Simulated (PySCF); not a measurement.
Compound: C2H4N2Si.
SMILES: `N#C/C=N/[SiH3]`

Method used: PySCF, TDDFT PBE0/def2-SVPD, vertical, gas phase, core orbitals frozen in the response. Isolated species at its PBE0-D3(BJ)/def2-SVP geometry, gas phase.

| state | E (eV) | λ (nm) | ν̃ (cm⁻¹) | f | \|μ\| (D) | symmetry | main configurations (H = HOMO, L = LUMO) |
| --- | --- | --- | --- | --- | --- | --- | --- |
| S1 | 3.69 | 335.7 | 29790 | 0.0000 | 0.05 | – | H→L (99%) |
| S2 | 5.78 | 214.5 | 46620 | 0.0000 | 0.03 | – | H-2→L (96%) |
| S3 | 6.13 | 202.1 | 49480 | 0.349 | 3.87 | A′ | H-1→L (89%) |
| S4 | 6.50 | 190.7 | 52440 | 0.0073 | 0.54 | A″ | H-3→L (95%) |
| S5 | 6.61 | 187.5 | 53340 | 0.091 | 1.91 | A′ | H→L+1 (94%) |
| S6 | 6.93 | 178.9 | 55910 | 0.0064 | 0.49 | A′ | H-4→L (91%) |
| S7 | 7.00 | 177.2 | 56420 | 0.0042 | 0.40 | A″ | H-5→L (97%) |
| S8 | 7.54 | 164.5 | 60800 | 0.0002 | 0.09 | – | H-1→L+1 (78%) |
| S9 | 7.57 | 163.7 | 61080 | 0.0043 | 0.39 | A′ | H→L+2 (77%), H→L+3 (21%) |
| S10 | 7.82 | 158.5 | 63110 | 0.033 | 1.06 | A′ | H→L+3 (57%), H→L+5 (15%), H→L+2 (15%) |

Triplets (Tamm–Dancoff): T1 3.04 eV, H→L (97%); T2 4.03 eV, H-1→L (86%); T3 5.40 eV, H-2→L (90%); T4 5.82 eV, H-4→L (48%), H-6→L (34%).

The lowest singlet lies at 3.69 eV (336 nm, ultraviolet) and is dark (f under 0.0005); its leading configuration is HOMO→LUMO (99%). The most intense listed level is S3 at 6.13 eV (202 nm, f = 0.349), 2.44 eV above S1. Löwdin shares by element: HOMO nitrogen 60% or more, carbon 13% or more, silicon 10%, hydrogen 6% or more; LUMO nitrogen 47%, carbon 42%. The listed states span 4.13 eV, and the widest gap between neighbours is 2.09 eV (S1 to S2). Orbital energies (eV): HOMO-3 -10.36, HOMO-2 -10.24, HOMO-1 -9.44, HOMO -8.29, LUMO -2.63, LUMO+1 -0.32, LUMO+2 0.49. The oscillator strengths of these states sum to 0.496; summed over the whole spectrum of an exact calculation they would give the number of electrons, 44 (Thomas–Reiche–Kuhn). The vertical ionisation energy (ΔSCF) is 10.25 eV, 2.43 eV above S10. Symmetry labels in Cs follow from the direction of the transition dipole and are given only for states with f of 0.002 or more. Only the lowest 10 singlets were computed, as vertical energies without vibronic structure.
